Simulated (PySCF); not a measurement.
Ge(OH)(NH2) (GeH₃NO), SMILES [NH2][Ge][OH] (connectivity only; charge and spin as stated), neutral, multiplicity 1. The structure is a stationary point at r2SCAN-D4/def2-TZVP. The values are those of a single conformer.

Computed with PySCF with r2SCAN-D4/def2-TZVP.

Harmonic wavenumbers (cm⁻¹): 264, 317, 382, 471, 657, 670, 683, 842, 1562, 3524, 3643, 3796. Rotational constants (GHz): 14.02, 7.679, 4.962; symmetry number 1.

### Question
Work out the zero-point energy and the ideal-gas rigid-rotor harmonic-oscillator thermochemistry at 298.15 K and 1 atm.

### Answer
ZPE = ½ Σ hcν = ½ × 16812 cm⁻¹ = 24.03 kcal/mol. H − E(el) = 27.59 kcal/mol. Entropy in cal/(mol K): translation 39.88, rotation 23.91, vibration 5.94, total 69.73. G − E(el) = 6.80 kcal/mol. Cp = 17.46 cal/(mol K).
